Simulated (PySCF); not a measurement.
Species: C5H9NO (charge -1 and doublet state).
Cartesian coordinates in Å at the GFN2-xTB level; atoms count from 1:
```
atom  x, y, z in Å
C1    -2.0494    0.5339    0.6361
C2    -1.5304   -0.8933    0.6235
O3    -2.0841   -1.8104   -0.1161
N4    -0.0586   -0.9259    0.8081
C5     0.6648   -0.3547   -0.2981
C6     2.1597   -0.1718   -0.2091
C7     1.2464    1.0184   -0.1286
H8    -3.1384    0.5172    0.7061
H9    -1.6456    1.0728    1.4977
H10   -1.7889    1.1172   -0.2682
H11    0.1799   -1.9160    0.8642
H12    0.2740   -0.5843   -1.2956
H13    2.7630   -0.3004   -1.0994
H14    2.6476   -0.4915    0.7003
H15    1.1314    1.4866    0.8371
H16    1.2209    1.7110   -0.9607
```

The hyperfine couplings belong to this conformer and change with its torsions.

As a line formula: `[C](C)(NC1CC1)[O-]` [radical] (charge -1).

The calculation used PySCF 2.14.0, UKS B3LYP, pcH-1 on C H N O, non-relativistic, mean-field spin-orbit, GIAO. Whether the extra electron is bound in the gas phase wasn't checked; a finite basis holds it in any case. Couplings are sensitive to structure, and on GFN2-xTB geometries they can be far from those on DFT ones, by a factor of two or more for some ions and for spin on atoms past the first row. Stability of the SCF solution: not tested.

(1) The isotropic 13C couplings, averaged over equivalent nuclei, are +193.5, +45.0, +32.0, -0.9 MHz. Assign them to C1; C2; C5; C6/C7.

## Answers

(1) 
```tsv
site	a_iso (MHz)	ρ(0) (bohr⁻³)	position	distance from C2 (Å)	spin population	largest |T| (MHz)
C1	+32.0	+0.0284	1 bond from C2	1.52	-0.04	4.7
C2	+193.5	+0.1721	largest spin population	0.00	+0.58	103.6
C5	+45.0	+0.0400	2 bonds from C2	2.44	+0.03	8.6
C6/C7	-0.9	-0.0008	3 bonds from C2	3.65	0.00	2.0
```

ρ(0) is the spin density at the nucleus and T the dipolar tensor; entries for several nuclei are means. Largest spin populations (Mulliken): C2 (+0.58), O3 (+0.28) and H10 (+0.12). The angles at C2 add up to 350.9°, so it is slightly pyramidal.

Nuclei that the bonding pattern makes equivalent are averaged, as if the motion that swaps them (rotation, inversion, ring flip) were fast. The three 1H nuclei of mean +36.6 MHz run from 10.2 to 81.8 MHz in the frozen geometry.

The SMILES `C[C]([O-])NC1CC1` draws the unpaired electron on C2, whose computed spin population is only +0.58.

The run took 69 s of wall time (with the writing of density and orbital grids) on an Arm Neoverse V1 with one thread, no GPU, shared host with 32 logical CPUs at a one-minute load of 25, and the process peaked at 0.97 GiB of memory.
